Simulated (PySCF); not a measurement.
Mo(OH)4: Mo(IV) (d2), charge 0. The structure is a PBE0-D3(BJ)/def2-TZVP geometry optimised for multiplicity 3; coordination tetrahedral, point group C1, metal–donor distances 1.88–1.92 Å.

The d shell alone is too small an active space for Mo(OH)4 (an active orbital has only 0.57 squared overlap with the free ion's shell): its levels, fitted parameters, g values and moments show what this model gives and aren't sound predictions.

Method (PySCF 2.14, density fitting): CASSCF(2,5) with orbitals averaged over all microstates of the shell, strongly contracted NEVPT2 on the averaged canonical orbitals; basis x2c-TZVPall on the metal, x2c-SVPall elsewhere; spin-free X2C; gas phase; spin-orbit coupling by state interaction with the mean-field operator over all roots.

CASSCF energies above the lowest CASSCF root:

```tsv
state	CASSCF / cm⁻¹
3A2-like	0
1E-like	8810
1E-like	9988
3T2-like	16287
a 2S+1 = 1 state (54 % 1G)	17913
3T2-like	19068
3T2-like	20468
3T1-like	20810
3T1-like	25551
a 2S+1 = 1 state (51 % 1G)	25952
3T1-like	27030
1T2-like	28249
a 2S+1 = 1 state (79 % 1G)	28598
a 2S+1 = 1 state (86 % 1G)	29382
1T1-like	31368
a 2S+1 = 1 state (66 % 1G)	33587
3T1-like	36560
3T1-like	40292
a 2S+1 = 1 state (51 % 1G)	44015
1E-like	46610
3T1-like	48643
1T2-like	48914
```

Question: How does dynamic correlation (SC-NEVPT2) move these states?

Answer: 
| state | NEVPT2 / cm⁻¹ | shift / cm⁻¹ |
| --- | --- | --- |
| 3A2-like | 0 | 0 |
| 1E-like | 6546 | -2264 |
| 1E-like | 8362 | -1626 |
| 3T2-like | 16956 | +668 |
| a 2S+1 = 1 state (54 % 1G) | 15827 | -2086 |
| 3T2-like | 19979 | +911 |
| 3T2-like | 21096 | +629 |
| 3T1-like | 22145 | +1335 |
| 3T1-like | 25217 | -334 |
| a 2S+1 = 1 state (51 % 1G) | 24215 | -1737 |
| 3T1-like | 26224 | -806 |
| 1T2-like | 27288 | -961 |
| a 2S+1 = 1 state (79 % 1G) | 26838 | -1760 |
| a 2S+1 = 1 state (86 % 1G) | 28783 | -599 |
| 1T1-like | 30472 | -897 |
| a 2S+1 = 1 state (66 % 1G) | 33378 | -209 |
| 3T1-like | 38302 | +1742 |
| 3T1-like | 41257 | +965 |
| a 2S+1 = 1 state (51 % 1G) | 43935 | -80 |
| 1E-like | 46036 | -574 |
| 3T1-like | 48820 | +177 |
| 1T2-like | 45824 | -3089 |

Charge-transfer states lie outside this active space and may come lower than some of these levels. NEVPT2 on the d shell alone tends to put d–d bands too high for such charged or covalently bound ions.
